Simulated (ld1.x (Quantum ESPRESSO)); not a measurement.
## Before and after: TM potential for Nb (Z = 41)

niobium, norm-conserving Troullier–Martins (Kleinman–Bylander form), made with ld1.x (Quantum ESPRESSO) 7.5 (PBE, scalar-relativistic). Core [Ar] 3d10, reference 4s2 4p6 4d4 5s0 5p0 (charge +1). Waves: 4p (bound): rc 1.40 bohr; 4d (bound): rc 2.60 bohr; 4s (bound): rc 1.15 bohr. Local part: the s channel. Core correction: Bessel-smoothed model core inside 0.75 bohr.

Change: wave 4p (bound): rc 1.40 bohr becomes 4p (bound): rc 1.56 bohr.

Cutoffs: the cutoffs (Ry, on a coarse ladder) from which the occupation-weighted sum of valence levels, in a spherical-Bessel basis at the reference potential, stays within 10 and 1 mRy of its value at 400 Ry; they do not see the model core or the augmentation charge, which bear on the density cutoff. Errors are all-electron minus pseudo energies relative to the spin-unpolarised reference configuration.

Task: What does the change do?

Result: The potential gets neither clearly harder nor softer (90 Ry and 160 Ry → 90 Ry and 160 Ry); the s channel sets the loose cutoff, while the largest relative change is in p, which becomes softer; of the 7 tests that both files solve, the error grows in 2 and shrinks in 0 by more than 15 % and 0.3 meV (median size 27.0 → 35.3 meV); neither file shows a bound ghost.

```tsv
quantity	base	changed
cutoff, loose	90 Ry	90 Ry
cutoff, tight	160 Ry	160 Ry
loose cutoff by channel (10 mRy a level)	p 40 Ry, d 21 Ry, s 80 Ry	p 30 Ry, d 21 Ry, s 80 Ry
bound ghosts	none	none
error for 4s2 4p6 4d4 5s1 5p0, meV [ΔE -6.64 eV]	+48	+48
error for 4s2 4p6 4d3 5s0 5p0, meV [ΔE 14.04 eV]	+4.0	+3.9
error for 4s2 4p6 4d2 5s0 5p0, meV [ΔE 38.76 eV]	+43	+42
error for 4s2 4p6 4d4 5s0.5 5p0, meV [ΔE -4.00 eV]	+27	+27
error for 4s1 4p6 4d4 5s1 5p0, meV [ΔE 57.38 eV]	+17	+27
error for 4s2 4p6 4d4 5s0 5p1, meV [ΔE -3.69 eV]	+27	+35
error for 4s2 4p6 4d3 5s1 5p0, meV [ΔE 0.38 eV]	+81	+81
s: phases at 2.84 bohr within 0.05 rad from the reference energy up to (Ry; the scan ends near 5)	4.0	4.0
p: phases at 2.84 bohr within 0.05 rad from the reference energy up to (Ry; the scan ends near 5)	-0.1	-0.2
d: phases at 2.84 bohr within 0.05 rad from the reference energy up to (Ry; the scan ends near 5)	1.5	1.5
```
